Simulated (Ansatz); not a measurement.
One change: `[SiH3][SiH2][SiH2][SiH2][GeH3]` becomes `N[SiH2][SiH2][SiH3]`.

Ansatz, PBE0-D4/def2-TZVP geometries, multiplicity 1. Each molecule was computed in one conformer, which needn't be the lowest.

Scalar relativity is left out up to krypton.

| property | `[SiH3][SiH2][SiH2][SiH2][GeH3]` |
| --- | --- |
| LUMO energy (B3LYP/def2-TZVPP) / eV | -0.58 |
| HOMO energy (PBE0/def2-TZVPP) / eV | -7.88 |
| HOMO–LUMO gap (B3LYP/def2-TZVPP) / eV | 7.09 |
| HOMO energy (PBE/def2-TZVPP) / eV | -6.86 |
| LUMO energy (PBE0/def2-TZVPP) / eV | -0.43 |
| HOMO–LUMO gap (PBE/def2-TZVPP) / eV | 5.62 |

(1) What does the change do to each property? (Estimate.)

## Answers

(1) Ansatz gave: 
```json
{"property": "LUMO energy (B3LYP/def2-TZVPP) / eV", "`N[SiH2][SiH2][SiH3]`": "-0.55", "shift": "0.03"}
{"property": "HOMO energy (PBE0/def2-TZVPP) / eV", "`N[SiH2][SiH2][SiH3]`": "-7.31", "shift": "0.57"}
{"property": "HOMO–LUMO gap (B3LYP/def2-TZVPP) / eV", "`N[SiH2][SiH2][SiH3]`": "6.55", "shift": "-0.54"}
{"property": "HOMO energy (PBE/def2-TZVPP) / eV", "`N[SiH2][SiH2][SiH3]`": "-5.99", "shift": "0.87"}
{"property": "LUMO energy (PBE0/def2-TZVPP) / eV", "`N[SiH2][SiH2][SiH3]`": "-0.36", "shift": "0.07"}
{"property": "HOMO–LUMO gap (PBE/def2-TZVPP) / eV", "`N[SiH2][SiH2][SiH3]`": "4.82", "shift": "-0.80"}
```

With PBE0 the HOMO rises by 0.57 eV and the LUMO rises by 0.07 eV, so the gap narrows by about 0.50 eV. PBE moves the HOMO by 0.87 eV and ωB97M-V by 0.33 eV.

B3LYP here is the variant with VWN-RPA as its local correlation; programs differ in this.
